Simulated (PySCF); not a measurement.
CH5BOSe, SMILES CB(O)[SeH]. Atoms are numbered in the order given.

```xyz
9

B     -0.1267     0.9345     0.0000
C      1.1561     1.8530     0.0000
H      1.1549     2.5126    -0.8866
H      1.1549     2.5126     0.8866
H      2.1042     1.2959     0.0000
O     -1.3948     1.4228     0.0000
H     -1.4330     2.3884     0.0000
Se     0.0948    -1.0165     0.0000
H     -1.3486    -1.3217     0.0000
```

Geometry: B3LYP-D3(BJ)/def2-SVP. The structure was generated by enumeration, and PubChem lists no compound with its InChIKey, so it may never have been made. Other conformers were not sampled.

Two levels are set side by side: PBE/pcSseg-1 (PySCF) and HF/pcSseg-1 (PySCF). GIAO shifts against BF3 (¹¹B), H2O (¹⁷O), Me2Se (⁷⁷Se), TMS (¹H), TMS (¹³C) at the same level; non-relativistic, no solvent, atoms listed together averaged. Differences are taken from unrounded values.

| quantity | HF |
|---|---|
| δ(¹¹B) of B1 (ppm) | 43.9 |
| δ(¹³C) of C2 (ppm) | 8.7 |
| δ(¹⁷O) of O6 (ppm) | 143.6 |
| δ(¹H) of H7 (ppm) | 4.99 |
| δ(⁷⁷Se) of Se8 (ppm) | -82.0 |
| δ(¹H) of H9 (ppm) | 2.57 |

Task: What does PBE give, and how far is it from HF? (The exact figures need the calculation; the answer reports its results.)

Result: 
```tsv
quantity	PBE	PBE minus HF
δ(¹¹B) of B1 (ppm)	43.0	-0.9
δ(¹³C) of C2 (ppm)	8.0	-0.7
δ(¹⁷O) of O6 (ppm)	190.5	46.9
δ(¹H) of H7 (ppm)	5.28	0.29
δ(⁷⁷Se) of Se8 (ppm)	-196.4	-114.4
δ(¹H) of H9 (ppm)	2.37	-0.20
```

Rough cost on one machine, each run with all the roots and properties that it gave: HF against PBE within a factor of 2.
